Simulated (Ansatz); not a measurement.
Reaction (cleavage of the Si–Al bond): `[SiH3][AlH][Br]` + `[OH][Sn][O][SiH3]` → `[SiH3][O][Sn][O][SiH3]` + `[AlH2][Br]`

Gas-phase electronic energies from Ansatz, PBE0-D4/def2-TZVP geometries. CBS: MP2 limit from def2 TZ/QZ plus the TZ coupled-cluster correction, frozen cores. DFT in def2-TZVPP. def2 core potentials past Kr. For Br, Sn outer-core shells are correlated without core-valence functions, which leaves a few kJ/mol of doubt a bond. Scalar relativity is left out up to krypton. One conformer a species, not always the lowest.

```csv
level,ΔE (eV)
PBE-D4,-0.70
r2SCAN0-D4,-0.95
r2SCAN,-0.89
PBE0,-0.76
```

Task: What does CCSD(T)/CBS give? (Best estimate.)

Result: Ansatz gave: -1.00 eV. The listed levels differ from it by 0.30, 0.05, 0.11, 0.24 eV.

Largest T1 diagnostic among the species: 0.016.

From r2SCAN to r2SCAN0 (25 % exact exchange), in def2-TZVPP and without D4, ΔE moves by −0.05 eV. Leaving LDA and LC-ωPBE aside and taking each functional with its dispersion term where it has one, the values, not all of them listed here, spread over 0.45 eV, from BHLYP-D4 to PBE-D4. LDA lies −0.05 eV from PBE without D4.
